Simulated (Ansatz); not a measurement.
CH$_{4}$FSSn, SMILES `C[S][SnH][F]` radical at its PBE0-D4/def2-TZVP geometry, where that method's forces vanish. Charge 0, multiplicity 2. Sn: def2 effective core potential.

```xyz
8

C    -0.6634   -0.5460    1.0836
S    -0.9812   -0.6544   -0.7024
Sn    0.4320    1.1313   -1.4773
F     1.9123    1.0325   -0.2236
H    -1.2773    0.2305    1.5376
H    -0.9473   -1.5116    1.5019
H     0.3903   -0.3616    1.2850
H     1.1345    0.6793   -3.0048
```

**Question.** What forces (eV/Å) does B3LYP-D4/def2-TZVPP give on these atoms in the Gaussian-basis code of Ansatz? (An estimate is asked.)

**Answer.** Ansatz gave: 
```
C1   0.061 -0.030  0.320
S2  -0.234 -0.264 -0.172
Sn3 -0.159  0.382 -0.269
F4   0.289 -0.036  0.235
H5   0.042 -0.045 -0.012
H6   0.014  0.063 -0.001
H7  -0.079 -0.007  0.006
H8   0.066 -0.062 -0.109
```

B3LYP here is the variant with VWN-RPA as its local correlation; programs differ in this.
